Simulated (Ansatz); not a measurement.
`BC(N)=O`. The species carries charge 0 and has multiplicity 1.

```csv
atom,x (Å),y (Å),z (Å)
B1,1.117,-0.545,-0.526
C2,-0.118,0.151,0.026
N3,-1.245,0.337,0.672
O4,0.508,1.017,-0.640
H5,2.087,-0.619,0.169
H6,1.016,-1.162,-1.545
H7,-1.669,-0.419,1.177
H8,-1.695,1.241,0.667
```

Question: What are the harmonic wavenumbers in cm⁻¹ at PBE0-D4/def2-TZVP (Ansatz, finite differences of forces, unscaled)? (Estimate.)

Answer: Computed: 283, 360, 455, 532, 661, 814, 834, 877, 992, 1093, 1192, 1476, 1608, 1734, 2574, 2663, 3578, 3732.

Question: Is this a minimum?

Answer: Yes, all 18 modes are real.

Question: Give the ideal-gas thermochemistry at 298.15 K and 1 bar (rigid rotor, harmonic oscillator; point group Cs, symmetry number 1).

Answer: Zero-point energy 152.3 kJ/mol; H(298) − E = 166.6 kJ/mol; entropy 278.5 J/(mol·K), of which translation 159.2, rotation 97.9, vibration 21.4; G(298) − E = 83.5 kJ/mol.

Question: And at 400, 500, 600, 800 and 1000 K?

Answer: 
```tsv
T (K)	H − E (kJ/mol)	S (J/mol/K)	G − E (kJ/mol)
400	174.9	302.3	53.9
500	184.5	323.7	22.6
600	195.3	343.3	-10.7
800	219.5	378.1	-83.0
1000	246.4	408.1	-161.7
```
